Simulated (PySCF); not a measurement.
C₆H₄F₂.
Atom-mapped SMILES: `[CH:1]#[C:2]/[CH:3]=[C:4](\[F:5])[C:6](=[CH2:7])[F:8]` (hydrogens: H9 on C1; H10 on C3; H11, H12 on C7)

Method: PySCF, PBE0-D3(BJ)/def2-SVP geometry optimisation, gas phase; density fitting, grid level 2; the optimiser is geomeTRIC in internal coordinates, started from a GFN2-xTB structure.

Step 0: E = -11696.2402 eV
```
atom  x, y, z in Å  |  force x, y, z in eV/Å
C1      3.4067   -0.1025    0.2596    0.243  -0.019   0.029
C2      2.2773    0.2015   -0.0169   -0.774   0.067  -0.090
C3      0.9596    0.5551   -0.3396   -0.019  -0.085   0.061
C4     -0.1197   -0.1239    0.0797   -0.023  -0.770   0.544
F5      0.0126   -1.2170    0.8599   -0.140   0.772  -0.556
C6     -1.4975    0.2087   -0.2326   -0.083   0.753  -0.532
C7     -2.5796   -0.4484    0.1685    0.190  -0.014   0.019
F8     -1.6211    1.3071   -1.0126    0.218  -0.553   0.401
H9      4.3931   -0.3653    0.5002    1.040  -0.277   0.252
H10     0.8185    1.4267   -0.9623   -0.278   0.342  -0.259
H11    -2.4864   -1.3211    0.7867    0.144  -0.474   0.344
H12    -3.5624   -0.1215   -0.1165   -0.518   0.258  -0.212
```

**Question.** Estimate the geometry and energy of step 1. (The exact step hangs on the optimiser's Hessian estimate; all steps are aligned on step 0, rigid shifts and turns removed.)

**Answer.** E = -11696.2999 eV, largest force 0.277 eV/Å
```
atom  x, y, z in Å  |  force x, y, z in eV/Å
C1      3.4507   -0.0725    0.2458    0.171  -0.086   0.070
C2      2.2871    0.1723    0.0044   -0.051   0.032  -0.031
C3      0.9555    0.5159   -0.3138   -0.049   0.031  -0.020
C4     -0.1375   -0.1563    0.0947   -0.159   0.160  -0.158
F5     -0.0629   -1.2388    0.8481    0.146  -0.110   0.115
C6     -1.5064    0.2233   -0.2463    0.211  -0.134   0.119
C7     -2.5949   -0.4306    0.1603   -0.109   0.003  -0.011
F8     -1.5694    1.3066   -1.0142   -0.129   0.074  -0.066
H9      4.4770   -0.3062    0.4716   -0.083   0.024  -0.023
H10     0.7733    1.3944   -0.9405    0.035  -0.036   0.039
H11    -2.4782   -1.3106    0.7926   -0.022   0.028  -0.031
H12    -3.5931   -0.0983   -0.1287    0.039   0.013  -0.002
```

The energy changes by -0.0597 eV. The first-order estimate −F·Δx gives -0.1459 eV and the mean of the old and new forces, exact on a quadratic surface, -0.0579 eV. The step makes an angle of 72° with the force vector and moves no atom by more than 0.107 Å.

The cost below is that of the whole optimisation. On one thread, Arm Neoverse V2 (aarch64), no GPU, shared host with 96 logical CPUs at a one-minute load of 51, this took 42 s of wall time and 0.67 GiB of memory at its peak.
